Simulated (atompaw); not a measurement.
**Pseudopotential generation for Ga (Z = 31): PAW (atompaw), PBE, scalar-relativistic.**

- Element: Ga (Z = 31)
- Generator: atompaw 4.2.0.5
- Type: PAW
- Functional: PBE
- Relativity: scalar-relativistic
- Frozen core: [Ar] 3d10
- Valence charge: 3
- Reference configuration: 4s2 4p1
- Partial waves: 4s (bound): rc 2.15 bohr; 4s channel at 1 Ry: rc 1.75 bohr; 4p (bound): rc 2.15 bohr; 4p channel at 0.55 Ry: rc 2.15 bohr
- Local potential: bessel scheme, radius 2.00 bohr
- Core correction: smooth core density matched at 2.10 bohr
- Augmentation charge: sinc compensation charge, radius 2.05 bohr; PAW radius 2.15 bohr; waves and projectors: custom polynom2 7 10 vanderbiltortho

All-electron outer shells of the reference configuration (PBE, scalar-relativistic, ld1.x):

| shell | level (eV) | outermost node (bohr) | outermost maximum (bohr) |
| --- | --- | --- | --- |
| 3p | -98.86 | 0.24 | 0.56 |
| 3d | -19.15 | – | 0.53 |
| 4s | -8.95 | 0.81 | 1.90 |
| 4p | -2.58 | 0.87 | 2.53 |

Calculated quality:

```json
{"Cutoffs needed": "8 Ry and 10 Ry (the cutoffs (Ry, on a coarse ladder) from which the occupation-weighted sum of valence levels, in a spherical-Bessel basis at the reference potential, stays within 10 and 1 mRy of its value at 400 Ry)", "Ghost test": "no extra level below or beside the all-electron valence levels (s, p, d, f tested) (spherical-Bessel basis up to 400 Ry, 20 bohr box)", "Lowest eigenvalue of the overlap operator": "0.43 (s channel)", "Overlap eigenvalues printed by atompaw (projector basis)": "0.0537, 0.776, 1.03e+03, 1.53e+04", "Share of each valence orbital outside the PAW sphere": "4s 52 %, 4p 80 %"}
```

Generation and tests took about 5.5 s on one core of a shared server CPU.
